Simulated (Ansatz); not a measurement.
Molecule: sum formula VO$_{2}$Cl, net charge 0, singlet state. 
Geometry from a B3LYP-D3(BJ)/def2-TZVP (Ansatz, a program for electronic structure) optimisation:
SMILES: [O]=[V](=[O])[Cl]
```xyz
4

V      0.2939    -0.0670     0.3561
O      1.6744    -0.6674    -0.1273
O     -0.3435    -0.9787     1.4796
Cl    -1.0239     0.8652    -1.1182
```
Charge 0, spin multiplicity 1.

Parts of the frozen-core correlation energy in 6-31G (Ansatz, hartree). Frozen orbitals: 16; correlated occupied orbitals by spin: 12 and 12; virtual: 32 and 32. Spin-orbit coupling is left out. Non-relativistic. The restricted reference is unstable. The program attaches cautions to this run: large difference.

```
term                             value
-------------------------  -----------
reference (HF)             -1551.85690
MP2 opposite-spin             -0.46001
MP2 same-spin                 -0.21627
CCSD correlation              -0.53395
(T)                           -0.06357
T1 diagnostic                    0.046
largest doubles amplitude        0.089
```
